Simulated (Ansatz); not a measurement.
SiB₇. Total charge 0; doublet. Geometry PBE-D4/def2-SVP; atoms count from 1.

| atom | x (Å) | y (Å) | z (Å) |
| --- | --- | --- | --- |
| B1 | 1.2070 | -0.6843 | 1.6951 |
| B2 | 2.6487 | -0.3830 | 1.2345 |
| B3 | -0.1019 | -0.3720 | 0.8139 |
| B4 | 1.5015 | 0.0292 | 0.1554 |
| B5 | -1.3657 | -0.0231 | -0.1467 |
| B6 | 0.2066 | 0.3626 | -0.7730 |
| B7 | -1.1222 | 0.6663 | -1.6437 |
| Si8 | -2.9739 | 0.4042 | -1.3355 |

Another isomer (doublet) lies 0.24 eV lower at PBE0-D4/def2-TZVP; other spin states weren't run for this one.

Q: Estimate the Mulliken populations from the PBE0/def2-TZVP orbitals of Ansatz.

A: 
```tsv
atom	charge (e)	spin (α − β)
B1	0.00	0.05
B2	0.00	0.84
B3	0.00	-0.10
B4	-0.04	-0.14
B5	0.00	0.21
B6	0.03	0.07
B7	-0.05	0.10
Si8	0.05	-0.04
```
Mulliken values and Mayer orders depend strongly on the basis.

Q: Where does the spin sit?

A: Summed by element: B 1.04, Si -0.04, of 1 unpaired in all. Largest on single atoms: B2 0.84, B5 0.21, B4 -0.14.

Q: And the Mayer bond orders between bonded heavy atoms (over 0.3)?

A: B1–B2 1.50 (1.54 Å); B1–B3 1.00 (1.61 Å); B1–B4 0.75 (1.72 Å); B2–B4 1.01 (1.63 Å); B3–B4 0.61 (1.78 Å); B3–B5 1.07 (1.63 Å); B3–B6 0.50 (1.78 Å); B4–B6 1.02 (1.63 Å); B5–B6 0.64 (1.74 Å); B5–B7 0.77 (1.67 Å); B5–Si8 0.85 (2.05 Å); B6–B7 0.98 (1.62 Å); B7–Si8 1.44 (1.90 Å).
